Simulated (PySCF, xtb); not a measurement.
NbOBr₂, SMILES [O]=[Nb]([Br])[Br] (connectivity only; charge and spin as stated), neutral, multiplicity 2.

Harmonic wavenumbers (cm⁻¹) from GFN2-xTB (xtb) at its own minimum, in rising order: 31, 65, 126, 237, 317, 880.

Question: What does PBE-D3(BJ)/def2-SVP in PySCF 2.14.0 give at its own minimum? (An estimate is asked for; the answer gives what the named calculation found.)

Answer: 6, 67, 179, 242, 349, 1003. Paired by order, the mean absolute difference is 40 cm⁻¹ and the zero-point energies are 2.4 and 2.6 kcal/mol.
